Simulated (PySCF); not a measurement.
# C²⁺ (carbon, charge +2) across methods

[He] 2s2, closed-shell 1S. All numbers are calculated (PySCF 2.14, the spin-free X2C one-electron Hamiltonian (Gaussian nucleus), in an uncontracted even-tempered set (20 s from 0.12 bohr⁻², ratio 2.2; 9 p from 0.23 bohr⁻², ratio 2.4; 6 d from 0.7 bohr⁻², ratio 2.4; 6 f from 1.1 bohr⁻², ratio 2.4; 5 g from 1.6 bohr⁻², ratio 2.4)).

| method | E (hartree) | mean ε 1s (eV) | mean ε 2s (eV) | Σ⟨r²⟩ (bohr²) | ⟨S²⟩ |
| --- | --- | --- | --- | --- | --- |
| PBE0 | -36.4871 | -317.63 | -42.054 | 4.568 | 0.000 |
| LDA | -36.1452 | -305.93 | -40.172 | 4.603 | 0.000 |
| PBE | -36.4769 | -308.50 | -40.377 | 4.566 | 0.000 |
| B97-3 | -36.5316 | -318.58 | -42.244 | 4.541 | 0.000 |
| r2SCAN | -36.5028 | -312.40 | -40.684 | 4.584 | 0.000 |
| UHF | -36.42380 | -344.35 | -46.117 | 4.618 | 0.000 |

**Question.** Estimate the same row for TPSSh.

**Answer.** E (hartree) = -36.5398; mean ε 1s (eV) = -314.47; mean ε 2s (eV) = -41.303; Σ⟨r²⟩ (bohr²) = 4.555; ⟨S²⟩ = 0.000.
